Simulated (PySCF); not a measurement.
Frontier orbitals and the lowest excitations

(NaOH)3 ring, H₃Na₃O₃.
Cartesian coordinates in Å at the PBE0-D3(BJ)/def2-SVP level; atoms count from 1:
```
atom  x, y, z in Å
Na1    1.184   -1.480   -0.518
O2     1.200    0.136   -1.863
Na3   -0.122    1.597   -1.129
O4    -1.337    1.677    0.585
Na5   -1.057   -0.119    1.646
O6     0.138   -1.809    1.280
H7     1.715    0.201   -2.670
H8    -1.921    2.393    0.843
H9     0.200   -2.596    1.827
```

Computed with PySCF, TDDFT wB97X-D/def2-SVPD, vertical, gas phase, core orbitals frozen in the response.

Kohn–Sham orbitals with the atoms that hold most of them (Löwdin shares over 4%, at most four atoms):

| orbital | ε (eV) | atoms |
| --- | --- | --- |
| HOMO-3 | -8.53 | O4 30%, O6 30%, O2 29% |
| HOMO-2 | -8.41 | O2 31%, O6 28%, O4 27% |
| HOMO-1 | -8.33 | O2 55%, O6 17%, O4 14%, H7 5% |
| HOMO | -8.32 | O4 45%, O6 41%, H8 4% |
| LUMO | 0.73 | Na1 32%, Na5 32%, Na3 31% |
| LUMO+1 | 0.86 | Na1 50%, Na5 31%, Na3 17% |
| LUMO+2 | 0.86 | Na3 48%, Na5 35%, Na1 15% |

Within 0.005 eV of a neighbour in this list lie HOMO-1/HOMO and LUMO+1/LUMO+2 (point group found: D3h); within a degenerate set the shares of single atoms can hang on how the components are chosen.

Question: How does S1 compare with the orbital gap of 9.05 eV?

Answer: S1 is at 5.15 eV (f = 0.0000), 3.91 eV below the gap, made of HOMO-1/HOMO→LUMO (≥54%). S1/S2 lie within about 0.01 eV of each other. Without the coupling terms of the response equations the lowest excitation would equal the gap.

Next come S2 at 5.15 eV (f 0.0001), HOMO-1/HOMO→LUMO (≥54%); S3 at 5.25 eV (f 0.189), HOMO-2→LUMO (55%); S4 at 5.41 eV (f 0.0000), HOMO-3→LUMO (62%); S5 at 5.60 eV (f 0.115), HOMO-4→LUMO (52%), HOMO-3→LUMO+1/LUMO+2 (≥11%).

Orbitals of the list HOMO-3 to LUMO+2 that lie within 0.01 eV of each other are written together with a slash and their weights summed (≥ marks a lower bound); for degenerate orbitals outside that list single weights are arbitrary.

Löwdin shares depend on the basis, the more so with diffuse functions.

One conformer stands for the species.
